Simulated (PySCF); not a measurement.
NaGe⁺ from Hartree–Fock to correlated methods

State: ³Π (triplet), unpaired electrons σ ↑, π ↑. Set-up: basis Na pcseg-1, Ge pcseg-1; no relativity; PySCF 2.14. De refers to Na⁺ + Ge in their high-spin ground configurations, without counterpoise correction. The functionals are run spin-unrestricted. A positive dipole points towards Ge; it is taken about the centre of mass and depends on that origin.

```
      Level  Re (Å)  ωe (cm⁻¹)  De (eV)  μ (D)
        UHF   3.340        107    0.420  -9.80
    UHF-MP2   3.343        108    0.425    n/a
UHF-SCS-MP2   3.346        108    0.421    n/a
   UHF-CCSD   3.348        108    0.420    n/a
UHF-CCSD(T)   3.348        108    0.421    n/a
        PBE   3.285        108     0.57  -8.77
       PW91   3.276        109     0.59  -8.73
     r²SCAN   3.294        108    0.478  -9.31
      TPSSh   3.287        109     0.51  -9.11
       PBE0   3.263        111     0.52  -9.03
      HSE06   3.270        110     0.52  -9.03
  BHandHLYP   3.238        114     0.51  -9.04
```

Question: Which functional lies closest to UHF-CCSD(T) in De, which farthest, and by how much do they differ from it?

Answer: Closest is r²SCAN (-5.4 pm in Re, +0.0 % in ωe, +0.06 eV in De against UHF-CCSD(T) in the same basis), farthest PW91 (-7.2 pm in Re, +0.9 % in ωe, +0.17 eV in De). CCSD(T) converges more slowly with the basis than the functionals do and binds too weakly in this one, so the order can change at the basis-set limit.

Question: What does a quarter of exact exchange do here, going from PBE to PBE0?

Answer: PBE0 less PBE: -2.2 pm in Re, +2.8 % in ωe, -0.05 eV in De. Exact exchange removes part of the self-interaction that spreads semilocal densities, and in most molecules shortens and stiffens the bond and lowers De; so it does here.

Question: What does the step from GGA to meta-GGA do here, going from PBE to r²SCAN?

Answer: r²SCAN less PBE: +0.9 pm in Re, +0.0 % in ωe, -0.09 eV in De. 

Correlated steps freeze 10 core orbitals. Correlated levels converge slowly with the basis: in double zeta they bind strong bonds too weakly, by up to about 1 eV, and carry superposition errors of some tenths. Spin–orbit coupling is left out. For an ion De counts to the pair picked by the measured ionisation energies or electron affinities, which need not be the lowest pair at this level. The state was picked by a PBE0 search and need not be the measured ground state.

The whole job (state search and all levels along the bond) took about 1.9 min on 1 thread of Intel Xeon Platinum 8375C @ 2.90GHz (shared host), peak memory 0.44 GiB.
